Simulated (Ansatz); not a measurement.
`Cl[SiH2]C1BN1` + `O[Si](O)(F)Cl` → `O[Si](O)(Cl)[SiH2]Cl` + `FC1BN1`  (redistribution)

Gas-phase electronic energies from Ansatz, PBE0-D4/def2-TZVP geometries. CCSD(T)/CBS adds triple-zeta CCSD(T) − MP2 to the extrapolated MP2 energy (def2 sets, frozen cores). This one scheme is used for every species. DFT in def2-TZVPP. B3LYP here is the variant with VWN-RPA as its local correlation; programs differ in this. One conformer a species, not always the lowest.

`Cl[SiH2]C1BN1`:

Cartesian coordinates in Å:
```
Cl -0.921 2.792 0.655
Si -0.340 0.858 1.065
C 0.447 0.129 -0.445
B -0.298 -0.925 -1.344
N 0.631 -1.345 -0.477
H -1.541 0.070 1.439
H 0.575 0.928 2.235
H 1.244 0.715 -0.910
H -1.065 -1.243 -2.185
H 1.268 -1.980 -0.035
```

`O[Si](O)(F)Cl`:

Z-matrix (Å, degrees):
```
Si
O 1 1.612
F 1 1.584 2 111.4
O 1 1.620 2 108.8 3 120.5
Cl 1 2.024 2 108.3 3 -116.3
H 2 0.959 1 117.9 3 -89.5
H 4 0.958 1 119.1 2 -173.6
```

`O[Si](O)(Cl)[SiH2]Cl`:

```xyz
10

O     0.278   -1.531    1.139
Si   -0.083    0.007    0.723
O     0.926    1.007    1.512
Cl   -2.051    0.356    1.240
Si    0.138    0.426   -1.562
Cl   -0.989   -1.024   -2.507
H    -0.379   -2.208    0.967
H     1.016    0.922    2.464
H     1.540    0.291   -2.028
H    -0.396    1.754   -1.948
```

`FC1BN1`:

Z-matrix (Å, degrees):
```
C
B 1 1.547
N 1 1.420 2 54.1
F 1 1.383 2 120.0 3 100.9
H 1 1.087 2 128.9 3 -100.7
H 2 1.181 1 157.1 3 -176.7
H 3 1.006 1 135.8 2 178.6
```

CCSD(T)/CBS gives +52.6 kcal/mol.

Task: Another level gave +49.5 kcal/mol. Which?
A. r2SCAN-D4/def2-TZVPP
B. PBE0-D4/def2-TZVPP
C. MP2/def2-TZVPP
D. B3LYP-D4/def2-TZVPP

Result: A. r2SCAN-D4 49.5, B3LYP-D4 48.1, PBE0-D4 46.5, MP2/def2-TZVPP 55.4 kcal/mol.

Largest T1 diagnostic among the species: 0.014.

The D4 term adds −0.7 kcal/mol with B3LYP and −0.5 kcal/mol with PBE0; it sums over pairs of atoms, weighted by their polarisabilities, and B3LYP, whose exchange is more repulsive, gets the larger term. From PBE to PBE0 (25 % exact exchange), in def2-TZVPP and without D4, ΔE moves by +3.3 kcal/mol.
